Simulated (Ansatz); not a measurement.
AlH2, SMILES [AlH2+], charge +1.

The structure is a stationary point at B3LYP-D3(BJ)/def2-TZVPD. The spin state was assumed, not searched. The isomer is the one that the SMILES or the coordinates give; other isomers of the formula were not compared.

Two levels are set side by side: PBE/def2-TZVPD (Ansatz, a quantum-chemistry and plane-wave program) and ωB97X-V/def2-TZVPD (Ansatz). Energy differences of separate SCF runs at the same geometry; the states with an electron removed or added have multiplicity 2 and 2. Differences are taken from unrounded values.

```csv
quantity,PBE
vertical ionisation energy (eV),18.93
vertical electron affinity (eV),6.27
vertical singlet–triplet gap (eV),5.53
```

Task: These are the PBE values. What does ωB97X-V give? (An estimate is asked for; the answer gives what the named calculation found.)

Result: 
```csv
quantity,ωB97X-V,PBE minus ωB97X-V
vertical ionisation energy (eV),19.27,-0.34
vertical electron affinity (eV),5.97,0.29
vertical singlet–triplet gap (eV),6.23,-0.70
```
